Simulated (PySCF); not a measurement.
The scaffold silaethenyl-X carries different groups X. All species are isolated molecules in the gas phase. One relaxed conformer stands for each flexible species; it need not be the lowest. Strings in code marks are SMILES.

Computed with PBE0-D3(BJ)/def2-TZVP run with PySCF 2.14.0. All candidates: neutral, multiplicity 1. Delta-SCF ions had no search for a lower state. Excitations are Tamm–Dancoff values on a coarser integration grid. The basis has no diffuse functions, so Rydberg states are missing or too high.

```json
{
  "brightest of the four lowest singlets (TDA)": "5.60 eV",
  "HOMO–LUMO gap": "5.56 eV",
  "vertical ionisation energy (Delta-SCF)": "8.67 eV"
}
```

**Question.** Which member has these values?
A) `C=[SiH]Cl`
B) `C=[SiH][SiH3]`
C) `C=[SiH]S` (C–Si–S–H torsion 1°)
D) `C=[SiH]C=S` (C–Si–C–S torsion 0°)

**Answer.** A, `C=[SiH]Cl`. The others give `C=[SiH]S` (C–Si–S–H torsion 1°): 5.35 eV, 5.43 eV, 8.20 eV; `C=[SiH][SiH3]`: 5.28 eV, 5.08 eV, 8.48 eV; `C=[SiH]C=S` (C–Si–C–S torsion 0°): 3.36 eV, 3.31 eV, 8.54 eV
